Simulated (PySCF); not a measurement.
**From computed data to an observable: chemical shift, span and skew from a shielding tensor**

C₂H₇O, SMILES CC[OH2+], charge +1. Atoms are numbered in the order given.

```xyz
10

C     -0.3040    -1.2621     0.0000
C      0.6221    -0.0894     0.0000
O     -0.1738     1.2565     0.0000
H      0.3197    -2.1607     0.0000
H     -0.9270    -1.3001    -0.8944
H     -0.9270    -1.3001     0.8944
H      1.2304     0.0243     0.8925
H      1.2304     0.0243    -0.8925
H     -0.7223     1.3851    -0.7968
H     -0.7223     1.3851     0.7968
```
Charge +1, spin multiplicity 1.

Coordinates come from a B3LYP-D3(BJ)/def2-TZVP optimisation. The isomer is the one that the SMILES or the coordinates give; other isomers of the formula were not compared.

GIAO shieldings from HF/pcSseg-1 in PySCF, non-relativistic, no solvent. The symmetric part of the tensor of C2 has the principal values 27.8, 74.0, 178.4 ppm. The same nucleus in TMS has σ = 192.6 ppm at this level (PySCF, at its B3LYP-D3(BJ)/def2-TZVP geometry).

**Question.** Work out the isotropic shielding, the ¹³C shift against TMS, the span and the skew.

**Answer.** 
σ(iso) = (σ11 + σ22 + σ33)/3 = 93.4 ppm. δ = σ(ref) − σ(iso) = 192.6 − (93.4) = 99.2 ppm.
Span Ω = σ33 − σ11 = 150.6 ppm. Skew κ = 3(σ(iso) − σ22)/Ω = 0.39. Tumbling in solution averages the tensor to δ; in a static solid the shielding alone would spread this spin-1/2 line over Ω.
